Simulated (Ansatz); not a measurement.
Born–Oppenheimer molecular dynamics of Cl$_{3}$FH$_{4}$SiTi (10 atoms, charge 0, multiplicity 1). It starts at the highest image of a converged band. Of that band: Neighbouring images differ by up to 1.2 eV, so the band resolves the path poorly. A vibrational analysis at the climbing image gives one clearly imaginary mode, 514i cm⁻¹, and a faint second one (31i cm⁻¹) that may be numerical noise or a soft torsion: probably a first-order saddle point.

Theory: RKS PBE-D4/def2-SVP in Ansatz.

| Item | Value |
| --- | --- |
| ensemble | NVE (velocity Verlet) |
| time step | 0.5 fs |
| steps asked | 200 |
| starting velocities drawn for | 300 K |
| seed | 11436 |

Frames 1 fs apart, positions in Å, forces in eV/Å.

Velocities at 15 fs (Å/ps):

```
Ti 0.16 0.15 -0.57
F 2.43 -2.46 5.44
Cl 1.13 1.18 -2.35
Cl 1.14 -1.04 0.75
Cl -0.90 1.26 1.22
Si -3.30 -2.49 -0.95
H 18.76 35.68 -16.35
H -11.74 11.36 -3.30
H -8.11 7.28 -11.23
H -8.60 5.22 -4.68
```

```xyz
10
Properties=species:S:1:pos:R:3:forces:R:3 time_fs=15 energy_less_start_eV=0.082 T=221
Ti -0.138 -0.025 -0.169 -0.01 -0.04 -0.92
F -0.117 -0.218 1.804 0.53 -0.02 0.28
Cl 2.091 0.164 -0.136 -0.14 -0.04 0.25
Cl -0.664 1.709 -1.385 -0.07 0.10 -0.07
Cl -0.624 -1.857 -1.213 0.03 -0.14 -0.10
Si -2.759 0.092 0.681 0.16 -0.65 0.49
H -3.833 -1.032 0.814 0.47 0.53 -0.23
H -2.246 -0.076 2.237 -0.43 0.18 -0.07
H -3.449 1.429 0.730 -0.13 0.03 0.15
H -1.155 -0.159 2.037 -0.41 0.05 0.23
10
Properties=species:S:1:pos:R:3:forces:R:3 time_fs=16 energy_less_start_eV=0.052 T=249
Ti -0.138 -0.025 -0.170 0.00 -0.04 -0.80
F -0.114 -0.220 1.810 0.26 0.01 0.25
Cl 2.092 0.165 -0.138 -0.15 -0.05 0.25
Cl -0.663 1.708 -1.384 -0.07 0.12 -0.09
Cl -0.624 -1.855 -1.212 0.02 -0.17 -0.12
Si -2.762 0.089 0.680 0.51 0.02 0.37
H -3.813 -0.995 0.796 0.04 0.03 -0.16
H -2.260 -0.064 2.234 -0.35 0.16 -0.03
H -3.458 1.437 0.719 -0.02 -0.12 0.14
H -1.166 -0.154 2.034 -0.23 0.03 0.18
10
Properties=species:S:1:pos:R:3:forces:R:3 time_fs=17 energy_less_start_eV=0.062 T=240
Ti -0.137 -0.025 -0.171 0.01 -0.03 -0.66
F -0.112 -0.223 1.815 -0.04 0.05 0.21
Cl 2.093 0.166 -0.141 -0.16 -0.05 0.25
Cl -0.662 1.707 -1.383 -0.08 0.14 -0.11
Cl -0.625 -1.854 -1.211 0.02 -0.19 -0.13
Si -2.765 0.087 0.679 0.98 0.78 0.24
H -3.792 -0.957 0.777 -0.51 -0.57 -0.08
H -2.276 -0.050 2.230 -0.24 0.12 0.03
H -3.466 1.443 0.710 0.07 -0.25 0.13
H -1.178 -0.148 2.032 -0.04 0.01 0.13
10
Properties=species:S:1:pos:R:3:forces:R:3 time_fs=18 energy_less_start_eV=0.107 T=197
Ti -0.137 -0.025 -0.172 0.02 -0.03 -0.53
F -0.109 -0.225 1.821 -0.34 0.08 0.18
Cl 2.094 0.167 -0.143 -0.18 -0.05 0.25
Cl -0.661 1.706 -1.383 -0.08 0.16 -0.13
Cl -0.626 -1.853 -1.210 0.01 -0.22 -0.15
Si -2.768 0.085 0.678 1.48 1.51 0.10
H -3.776 -0.924 0.758 -1.08 -1.18 -0.02
H -2.296 -0.035 2.226 -0.13 0.09 0.10
H -3.474 1.446 0.702 0.15 -0.34 0.13
H -1.191 -0.142 2.031 0.14 -0.01 0.07
10
Properties=species:S:1:pos:R:3:forces:R:3 time_fs=19 energy_less_start_eV=0.154 T=152
Ti -0.137 -0.024 -0.173 0.04 -0.04 -0.40
F -0.106 -0.227 1.827 -0.60 0.12 0.15
Cl 2.095 0.169 -0.145 -0.19 -0.06 0.25
Cl -0.660 1.705 -1.382 -0.09 0.18 -0.14
Cl -0.627 -1.852 -1.209 0.01 -0.24 -0.17
Si -2.770 0.083 0.678 1.82 1.99 0.01
H -3.770 -0.903 0.738 -1.45 -1.59 0.01
H -2.317 -0.019 2.224 -0.02 0.05 0.16
H -3.481 1.447 0.695 0.20 -0.38 0.12
H -1.203 -0.137 2.031 0.30 -0.03 0.02
10
Properties=species:S:1:pos:R:3:forces:R:3 time_fs=20 energy_less_start_eV=0.164 T=143
Ti -0.137 -0.024 -0.174 0.05 -0.04 -0.29
F -0.104 -0.230 1.833 -0.82 0.16 0.12
Cl 2.096 0.170 -0.147 -0.21 -0.06 0.25
Cl -0.659 1.704 -1.381 -0.10 0.19 -0.16
Cl -0.628 -1.851 -1.208 0.00 -0.26 -0.18
Si -2.772 0.082 0.677 1.82 2.04 -0.04
H -3.778 -0.897 0.718 -1.46 -1.62 0.01
H -2.337 -0.003 2.223 0.07 0.01 0.21
H -3.486 1.444 0.690 0.21 -0.37 0.11
H -1.212 -0.131 2.031 0.42 -0.05 -0.01
10
Properties=species:S:1:pos:R:3:forces:R:3 time_fs=21 energy_less_start_eV=0.132 T=173
Ti -0.137 -0.024 -0.175 0.07 -0.05 -0.20
F -0.102 -0.232 1.839 -0.99 0.19 0.08
Cl 2.097 0.171 -0.149 -0.22 -0.07 0.25
Cl -0.658 1.703 -1.381 -0.11 0.21 -0.17
Cl -0.629 -1.850 -1.206 0.00 -0.27 -0.20
Si -2.773 0.081 0.677 1.47 1.66 -0.05
H -3.800 -0.906 0.698 -1.09 -1.28 0.00
H -2.357 0.013 2.224 0.15 -0.03 0.23
H -3.489 1.437 0.685 0.19 -0.30 0.09
H -1.217 -0.126 2.031 0.52 -0.06 -0.04
10
Properties=species:S:1:pos:R:3:forces:R:3 time_fs=22 energy_less_start_eV=0.091 T=212
Ti -0.137 -0.024 -0.176 0.09 -0.06 -0.14
F -0.101 -0.234 1.845 -1.11 0.21 0.06
Cl 2.098 0.172 -0.151 -0.23 -0.07 0.25
Cl -0.657 1.702 -1.380 -0.11 0.22 -0.19
Cl -0.630 -1.849 -1.206 0.00 -0.28 -0.21
Si -2.773 0.081 0.676 0.93 1.03 -0.03
H -3.832 -0.927 0.678 -0.49 -0.72 0.00
H -2.376 0.029 2.227 0.20 -0.07 0.21
H -3.490 1.427 0.681 0.14 -0.18 0.07
H -1.216 -0.122 2.031 0.59 -0.08 -0.04
10
Properties=species:S:1:pos:R:3:forces:R:3 time_fs=23 energy_less_start_eV=0.075 T=228
Ti -0.136 -0.024 -0.178 0.10 -0.07 -0.10
F -0.100 -0.236 1.851 -1.17 0.23 0.04
Cl 2.098 0.173 -0.153 -0.25 -0.07 0.26
Cl -0.656 1.702 -1.380 -0.12 0.24 -0.20
Cl -0.631 -1.848 -1.205 0.00 -0.29 -0.22
Si -2.773 0.082 0.675 0.40 0.34 0.02
H -3.869 -0.955 0.659 0.12 -0.15 0.02
H -2.393 0.044 2.232 0.23 -0.10 0.15
H -3.490 1.416 0.678 0.07 -0.04 0.05
H -1.211 -0.118 2.030 0.63 -0.09 -0.03
10
Properties=species:S:1:pos:R:3:forces:R:3 time_fs=24 energy_less_start_eV=0.091 T=212
Ti -0.136 -0.024 -0.179 0.11 -0.07 -0.09
F -0.100 -0.238 1.857 -1.17 0.25 0.03
Cl 2.099 0.174 -0.154 -0.26 -0.08 0.27
Cl -0.655 1.701 -1.379 -0.13 0.25 -0.21
Cl -0.631 -1.847 -1.204 0.00 -0.30 -0.22
Si -2.774 0.083 0.675 -0.01 -0.26 0.10
H -3.904 -0.984 0.639 0.62 0.32 0.04
H -2.408 0.058 2.239 0.23 -0.13 0.07
H -3.489 1.405 0.676 -0.02 0.13 0.02
H -1.199 -0.115 2.030 0.63 -0.11 0.00
10
Properties=species:S:1:pos:R:3:forces:R:3 time_fs=25 energy_less_start_eV=0.127 T=178
Ti -0.136 -0.024 -0.180 0.12 -0.07 -0.12
F -0.101 -0.240 1.863 -1.09 0.24 0.02
Cl 2.100 0.175 -0.156 -0.27 -0.08 0.28
Cl -0.654 1.700 -1.379 -0.14 0.26 -0.22
Cl -0.632 -1.847 -1.203 0.00 -0.31 -0.23
Si -2.774 0.083 0.674 -0.28 -0.70 0.19
H -3.934 -1.011 0.620 0.97 0.65 0.07
H -2.420 0.071 2.246 0.21 -0.16 -0.03
H -3.488 1.394 0.673 -0.11 0.28 -0.01
H -1.181 -0.113 2.029 0.58 -0.11 0.04
10
Properties=species:S:1:pos:R:3:forces:R:3 time_fs=26 energy_less_start_eV=0.162 T=145
Ti -0.136 -0.024 -0.182 0.13 -0.07 -0.17
F -0.102 -0.242 1.869 -0.88 0.23 0.01
Cl 2.100 0.176 -0.158 -0.27 -0.08 0.30
Cl -0.653 1.700 -1.379 -0.14 0.26 -0.23
Cl -0.633 -1.846 -1.202 0.00 -0.31 -0.24
Si -2.774 0.083 0.673 -0.43 -0.97 0.31
H -3.954 -1.031 0.601 1.18 0.84 0.09
H -2.431 0.083 2.253 0.17 -0.18 -0.14
H -3.489 1.387 0.671 -0.17 0.39 -0.05
H -1.158 -0.113 2.028 0.43 -0.11 0.10
```

Of the whole run (100 fs, mean temperature of the second half 223 K): The conserved energy stayed within 0.17 meV per atom of its start (net change 0.068 meV per atom), so the integration is sound. A run of 0.1 ps of so small a system gives no equilibrium averages. The orbitals stay closed-shell, which can raise the energy where a bond breaks towards radicals; this wasn't checked here.

Time of the run: 8.1 min on 4 threads of Arm Neoverse V1, with other jobs on the host, peak memory 0.23 GiB.
